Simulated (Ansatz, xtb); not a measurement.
**C4H11BFN: which of two isomers lies lower**

Structure a: `CC1(C)C[B@H-](F)[NH2+]1`, a singlet. Structure b: `CC(C)N(C)BF`, a singlet. Both are isolated molecules in the gas phase, relaxed with B3LYP/def2-SVP; each stands in its lowest conformer found.

a (Å):

```yaml
atoms:
  - { symbol: C, position_ang: [-1.5685, -0.2824, 0.1609] }
  - { symbol: C, position_ang: [-0.3319, 0.5955, -0.0311] }
  - { symbol: C, position_ang: [0.8037, -0.1762, -0.6979] }
  - { symbol: C, position_ang: [-0.6695, 1.9850, -0.6266] }
  - { symbol: B, position_ang: [-0.6504, 2.6308, 0.8733] }
  - { symbol: F, position_ang: [0.2534, 3.6460, 1.1349] }
  - { symbol: N, position_ang: [0.0894, 1.1423, 1.3317] }
  - { symbol: H, position_ang: [-1.3367, -1.1891, 0.7467] }
  - { symbol: H, position_ang: [-2.3735, 0.2706, 0.6680] }
  - { symbol: H, position_ang: [-1.9485, -0.6033, -0.8207] }
  - { symbol: H, position_ang: [0.5030, -0.4790, -1.7131] }
  - { symbol: H, position_ang: [1.7060, 0.4492, -0.7958] }
  - { symbol: H, position_ang: [1.0687, -1.0883, -0.1352] }
  - { symbol: H, position_ang: [0.1508, 2.3608, -1.2606] }
  - { symbol: H, position_ang: [-1.6015, 2.0095, -1.2100] }
  - { symbol: H, position_ang: [-1.7046, 2.7204, 1.4881] }
  - { symbol: H, position_ang: [-0.2240, 0.6133, 2.1476] }
  - { symbol: H, position_ang: [1.1008, 1.2760, 1.4003] }
```

b (Å):

```csv
atom,x (Å),y (Å),z (Å)
C,-1.4793,-0.3278,0.5901
C,-0.4172,0.7533,0.8334
C,0.8407,0.5160,-0.0138
C,-1.4383,2.5025,-0.6478
B,-0.9934,2.9984,1.7557
F,-1.4845,4.2397,1.6014
N,-0.9547,2.1148,0.6707
H,-1.7937,-0.3706,-0.4653
H,-2.3726,-0.1444,1.2073
H,-1.0796,-1.3201,0.8519
H,-0.1185,0.6892,1.8913
H,1.5932,1.2973,0.1758
H,1.2887,-0.4590,0.2344
H,0.6184,0.5078,-1.0932
H,-1.8059,3.5358,-0.6087
H,-2.2679,1.8589,-0.9872
H,-0.6411,2.4537,-1.4091
H,-0.5915,2.6729,2.8462
```

Question: Which of the two would you expect CCSD(T)/def2-SVP + ΔMP2/def2-TZVPP electronic energies to favour?

Answer: Structure b; the calculation gives E(b) − E(a) = −16.3 kcal/mol.

The same difference at several levels:

```
                             level        geometry  E(b) − E(a) (kcal/mol)  departure from the last row (kcal/mol)  job, with rough time for the two
                          GFN2-xTB        GFN2-xTB                     −23.4                                    −7.1              optimisation, 0.26 s
                         HF/STO-3G        GFN2-xTB                     −21.6                                    −5.2              single point, 0.34 s
                r2SCAN-D4/def2-SVP        GFN2-xTB                     −16.9                                    −0.5               single point, 4.1 s
                    B3LYP/def2-SVP  B3LYP/def2-SVP                     −20.0                                    −3.7                optimisation, 60 s
                       HF/def2-SVP  B3LYP/def2-SVP                     −22.9                                    −6.5           part of the CCSD(T) run
                      MP2/def2-SVP  B3LYP/def2-SVP                     −16.2                                    +0.2           part of the CCSD(T) run
                  CCSD(T)/def2-SVP  B3LYP/def2-SVP                     −17.3                                    −0.9                      single point
CCSD(T)/def2-SVP + ΔMP2/def2-TZVPP  B3LYP/def2-SVP                     −16.3                                                     single point, 1.9 min
```

As drawn, b has 1 C–N, 2 C–H in place of 1 C–C, 1 C–B, 2 N–H. Structure a has a 4-membered ring, b no ring.

The levels shown agree on the order. The largest departure from CCSD(T)/def2-SVP + ΔMP2/def2-TZVPP is that of GFN2-xTB, 7.1 kcal/mol. The last row adds to CCSD(T) the change of the MP2 difference between the two basis sets, here +0.9 kcal/mol.

With thermal terms from frequencies at re-optimised GFN2-xTB minima (ideal gas, soft modes damped towards free rotors, one conformer each, 298.15 K, 1 atm): on the last row, ΔE + ΔZPE = −16.8, ΔH = −16.2, ΔG = −17.8 kcal/mol.

The correlated steps freeze 7 core orbitals. Mirror images aren't counted in ΔG. Run with Ansatz 0.2.0, xtb 6.7.1; the last row on 4 threads of Arm Neoverse V2 on a shared host.
